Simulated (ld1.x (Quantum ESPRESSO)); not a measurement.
**iron: one change to a TM potential, before and after**

ld1.x (Quantum ESPRESSO) 7.5 input, shortened:

```
&input
   title='Fe', zed=26., rel=1, dft='WC', iswitch=3,
   config='[Ar] 3d6 4s0 4p0'
 /
 &inputp
   pseudotype=2, tm=.true., lloc=1,
   nlcc=.false.
 /
3
4S  1  0   0.00   0.00  1.80  1.80  0.0
3D  3  2   6.00   0.00  1.75  1.75  0.0
3P  2  1   6.00   0.00  1.40  1.40  0.0
 &test
   configts(1)='3p6 3d6 4s0 4p0'
 /
```

All-electron outer shells of the reference configuration (Wu–Cohen, scalar-relativistic, ld1.x):

```json
{"shell": "3s", "level (eV)": "-112.23", "outermost node (bohr)": "0.33", "outermost maximum (bohr)": "0.70"}
{"shell": "3p", "level (eV)": "-78.41", "outermost node (bohr)": "0.30", "outermost maximum (bohr)": "0.72"}
{"shell": "3d", "level (eV)": "-25.71", "outermost node (bohr)": "–", "outermost maximum (bohr)": "0.71"}
{"shell": "4s", "level (eV)": "-19.98", "outermost node (bohr)": "1.00", "outermost maximum (bohr)": "2.15"}
{"shell": "4p", "level (eV)": "-14.09", "outermost node (bohr)": "1.08", "outermost maximum (bohr)": "2.60"}
```

Change: wave 3d (bound): rc 1.75 bohr becomes 3d (bound): rc 2.66 bohr.

Cutoffs: the cutoffs (Ry, on a coarse ladder) from which the occupation-weighted sum of valence levels, in a spherical-Bessel basis at the reference potential, stays within 10 and 1 mRy of its value at 400 Ry; they do not see the model core or the augmentation charge, which bear on the density cutoff. Errors are all-electron minus pseudo energies relative to the spin-unpolarised reference configuration.

Predict the effect on cutoff, ghosts and configuration errors.

The potential gets softer (90 Ry and 140 Ry → 70 Ry and 120 Ry); both files keep a bound ghost (s); of the 7 tests that both files solve, the error grows in 6 and shrinks in 1 by more than 15 % and 0.3 meV (median size 21.8 → 92.1 meV). A larger radius leaves more room for a smooth pseudo-wave, so fewer plane waves are needed.

```tsv
quantity	base	changed
cutoff, loose	90 Ry	70 Ry
cutoff, tight	140 Ry	120 Ry
loose cutoff by channel (10 mRy a level)	d 70 Ry, p 55 Ry	d 40 Ry, p 55 Ry
bound ghosts	s	s
error for 3p6 3d6 4s2 4p0, meV [ΔE -24.85 eV]	+14	-38
error for 3p6 3d6 4s1 4p0, meV [ΔE -16.09 eV]	+7.6	-28
error for 3p6 3d5 4s0 4p0, meV [ΔE 34.22 eV]	+45	+396
error for 3p6 3d7 4s0 4p0, meV [ΔE -18.28 eV]	+1.0	+92
error for 3p6 3d4 4s0 4p0, meV [ΔE 87.32 eV]	+368	+2365
error for 3p6 3d5 4s2 4p1, meV [ΔE -16.06 eV]	+22	+453
error for 3p6 3d7 4s1 4p0, meV [ΔE -25.65 eV]	+23	-19
```

 A true bound ghost makes a file unfit for plane-wave use even where its test errors are small: the radial tests pick states by their node count and pass the ghost by.
